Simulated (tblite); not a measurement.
A tight-binding relaxation on `CN(C)[SiH2]/C=[CH]/[GeH3]`.

Computed with GFN2-xTB geometry optimisation, gas phase (tblite 0.8.0). Start geometry: from a force field or distance geometry. A driver script takes a list of jobs; this job's settings line and coordinates (Å) are shown.

Command:
```bash
OMP_NUM_THREADS=1 python probes_run.py task.json out
```

Input:
```
{"job": {"kind": "relax", "xc": "GFN2-xTB", "basis": "xTB"}, "charge": 0, "multiplicity": 1}
C     -1.254000     0.475200    -1.764000
N     -1.518700    -0.229800    -0.513800
C     -2.945600    -0.277100    -0.223500
Si    -0.668300     0.619500     0.841800
C      1.160000     0.494400     0.624100
C      1.763700    -0.690200     0.542700
Ge     3.671700    -0.792900     0.285200
H     -0.168900     0.485000    -1.988100
H     -1.624800     1.525200    -1.718200
H     -1.773900    -0.044900    -2.598800
H     -3.384800     0.749200    -0.137300
H     -3.488200    -0.814200    -1.041000
H     -3.154100    -0.834200     0.722400
H     -1.066300     2.025300     0.882700
H     -1.027700    -0.016100     2.129100
H      1.730600     1.415400     0.542800
H      1.201900    -1.608200     0.630100
H      4.387100    -0.090200     1.464400
H      4.047900    -0.098400    -1.038300
H      4.107200    -2.282400     0.246500
```

Question: Estimate the output.

Answer: 
```
step      E/eV     max force
  0    -590.93573    1.731
  1    -591.05124    0.944
  2    -591.12134    0.678
  3    -591.14614    0.516
  4    -591.17079    0.372
  5    -591.18923    0.399
  6    -591.21320    0.288
  7    -591.22980    0.298
  8    -591.25102    0.401
  9    -591.26929    0.430
... (74 lines left out)
 84    -591.38834    0.032
 85    -591.38860    0.039
 86    -591.38888    0.039
 87    -591.38905    0.027
 88    -591.38913    0.016
 89    -591.38918    0.016
 90    -591.38924    0.018
 91    -591.38930    0.014
 92    -591.38933    0.011
 93    -591.38935    0.009
```

«max force» is the largest atomic force in eV/Å.

Question: From which step on does the largest force stay under 0.1 eV/Å, and how much energy is left to gain from there?

Answer: From step 42 (0.067 eV/Å), 10.4 meV above the end.

Summary of the converged run: energy lowered by 10.5 kcal/mol over 93 steps; largest atomic force 0.009 eV/Å at the end.

Question: Give the final coordinates.

Answer: 0.319 Å rms from the input after alignment:
```
atom  x, y, z in Å
C1    -1.1368    0.4163   -1.6951
N2    -1.5850    0.1175   -0.3573
C3    -2.9961   -0.1685   -0.3077
Si4   -0.7504    0.6720    1.0419
C5     1.0886    0.5063    0.6650
C6     1.7306   -0.6530    0.5641
Ge7    3.6281   -0.7987    0.1486
H8    -0.0603    0.5684   -1.6969
H9    -1.6197    1.3156   -2.0973
H10   -1.3746   -0.4204   -2.3586
H11   -3.5995    0.6950   -0.6136
H12   -3.2291   -1.0001   -0.9792
H13   -3.2786   -0.4427    0.7050
H14   -1.0048    2.0714    1.4400
H15   -1.1675   -0.2313    2.1184
H16    1.6605    1.4180    0.5275
H17    1.1773   -1.5728    0.7075
H18    4.4848   -0.1716    1.2032
H19    3.9656   -0.0878   -1.1255
H20    4.0617   -2.2228   -0.0016
```

Question: Estimate the wall time. Hardware: an Arm Neoverse N1 with one thread (shared host).

Answer: About 1.3 s.
Labels such as C1 count atoms from 1, the log's own numbers from 0.
